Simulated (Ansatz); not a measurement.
Reaction (substitution at a C–C bond): `CCC(C)(C)C` + `[SiH3][SeH]` → `CC[Se][SiH3]` + `CC(C)C`

Gas-phase electronic energies from Ansatz, PBE0-D4/def2-TZVP geometries. CCSD(T)/CBS is the MP2 limit (def2-TZVPP, def2-QZVPP) plus CCSD(T) − MP2 in def2-TZVPP, frozen cores. For Se outer-core shells are correlated without core-valence functions, which leaves a few kJ/mol of doubt a bond. Scalar relativity is left out up to krypton. Each species was taken in one conformer, which may not be the lowest.

`CCC(C)(C)C`:

```xyz
20

C    -1.437   -1.607    0.002
C    -0.414   -0.807   -0.786
C     0.301    0.323   -0.030
C     1.082   -0.232    1.158
C    -0.703    1.364    0.461
C     1.276    0.992   -0.995
H    -2.251   -0.978    0.370
H    -1.884   -2.381   -0.626
H    -0.988   -2.108    0.863
H     0.351   -1.489   -1.176
H    -0.902   -0.369   -1.665
H     0.422   -0.677    1.906
H     1.794   -0.998    0.837
H     1.648    0.563    1.652
H    -1.393    0.946    1.197
H    -1.294    1.762   -0.369
H    -0.186    2.203    0.935
H     0.750    1.408   -1.860
H     1.815    1.808   -0.506
H     2.015    0.276   -1.366
```

`[SiH3][SeH]`:

Cartesian coordinates in Å:
```
Si 0.340 0.119 -0.449
Se -0.481 -1.112 1.284
H -0.702 0.375 -1.475
H 1.424 -0.712 -1.026
H 0.888 1.416 0.019
H -1.469 -0.087 1.647
```

`CC[Se][SiH3]`:

Z-matrix (Å, degrees):
```
C
C 1 1.513
H 1 1.092 2 111.3
H 1 1.093 2 110.1 3 -119.7
H 1 1.092 2 111.3 3 120.6
Se 2 1.972 1 109.7 3 -60.3
H 2 1.090 1 111.4 3 -179.4
H 2 1.090 1 111.4 3 58.9
Si 6 2.265 2 96.7 1 179.4
H 9 1.484 6 106.6 2 -179.8
H 9 1.487 6 111.2 2 60.4
H 9 1.487 6 111.1 2 -60.1
```

`CC(C)C`:

Z-matrix (Å, degrees):
```
C
C 1 1.522
H 1 1.093 2 111.4
H 1 1.093 2 111.4 3 120.6
H 1 1.095 2 110.6 3 -119.7
C 2 1.522 1 111.0 3 -178.3
C 2 1.522 1 111.0 3 57.8
H 2 1.098 1 107.9 3 -60.2
H 6 1.093 2 111.4 1 178.4
H 6 1.095 2 110.6 1 -61.9
H 6 1.093 2 111.4 1 57.8
H 7 1.093 2 111.4 1 -178.3
H 7 1.095 2 110.6 1 62.0
H 7 1.093 2 111.4 1 -57.7
```

| level | ΔE (eV) |
| --- | --- |
| MP2/def2-SVP | 0.24 |
| SCS-MP2/def2-QZVPP | 0.05 |
| HF/CBS(def2) | -0.02 |
| CCSD/CBS(def2) | 0.08 |

(1) What does CCSD(T)/CBS give? (Best estimate.)

Largest T1 diagnostic among the species: 0.009.

Answers

(1) Computed: +0.09 eV. The listed levels differ from it by 0.15, -0.04, -0.11, -0.01 eV.

Leaving LDA and LC-ωPBE aside and taking each functional with its dispersion term where it has one, the values, not all of them listed here, spread over 0.12 eV, from BLYP-D4 to ωB97M-V. LDA lies +0.21 eV from PBE without D4. From BLYP to BHLYP (50 % exact exchange), in def2-TZVPP and without D4, ΔE moves by +0.12 eV. The D4 term adds +0.07 eV with B3LYP and +0.04 eV with PBE0; it sums over pairs of atoms, weighted by their polarisabilities, and B3LYP, whose exchange is more repulsive, gets the larger term.

B3LYP here is the variant with VWN-RPA as its local correlation; programs differ in this.
